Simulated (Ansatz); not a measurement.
CH$_{9}$FSi$_{3}$ (`FC[SiH]([SiH3])[SiH3]`) from Hartree–Fock to CCSD(T)

```xyz
14

F     0.165    1.648   -1.764
C     0.637    1.777   -0.462
Si    0.255    0.193    0.531
Si    1.330   -1.647   -0.435
Si   -2.056   -0.151    0.647
H     1.715    1.966   -0.508
H     0.159    2.653   -0.012
H     0.793    0.416    1.907
H     1.135   -2.847    0.422
H     0.765   -1.925   -1.781
H     2.790   -1.389   -0.570
H    -2.603   -0.439   -0.705
H    -2.346   -1.308    1.535
H    -2.738    1.054    1.195
```

Total charge 0; spin multiplicity 1. The geometry is a stationary point of PBE0-D4/def2-TZVP. It is one conformer, not always the lowest. Frozen core, restricted reference, Ansatz. CBS rows extrapolate triple and quadruple zeta; past MP2 they add the triple-zeta difference.

| basis | HF (Eh) | MP2 corr. |
| --- | --- | --- |
| def2-TZVPP | -1009.41523 | -0.80068 |
| def2-QZVPP | -1009.44809 | -0.86396 |

Question: Estimate the CCSD correlation energy and the (T) correction in each basis where they were run (hartree).

Answer: 
| basis | CCSD corr. | (T) |
| --- | --- | --- |
| def2-TZVPP | -0.87607 | -0.03024 |
| CBS(def2) | -0.98621 | as TZ |
